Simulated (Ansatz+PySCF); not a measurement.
doublet YO: levels of theory in one basis

```yaml
atoms:
  - { symbol: Y, position_ang: [0.0000, 0.0000, -0.3293] }
  - { symbol: O, position_ang: [0.0000, 0.0000, 1.6054] }
```

Basis set: def2-SVP (spherical functions, with the set's core potentials past Kr). Correlated methods keep 1 orbital frozen. Correlation on ROHF uses semicanonical orbitals with singles. Charge 0, multiplicity 2.

Computed with Ansatz (development build ahead of 0.2.0); each method stands on the lowest determinant of its kind that the runs found.

| method | E − E(ROHF) (eV) | <S²> of the determinant |
| --- | --- | --- |
| ROHF | 0.00 | 0.75 |
| UHF | -0.01 | 0.76 |
| ROHF-MP2 | -10.36 | – |
| UHF-MP2 | -10.36 | 0.76 |
| ROHF-CCSD | -9.96 | – |
| UHF-CCSD | -9.96 | 0.76 |
| ROHF-CCSD(T) | -10.51 | – |
| UHF-CCSD(T) | -10.51 | 0.76 |

Question: Is a single determinant a sound starting point here?

Answer: By this sign, yes. Unrestricted orbitals gain 0.01 eV and <S²> is 0.76 against 0.75 for a pure state.
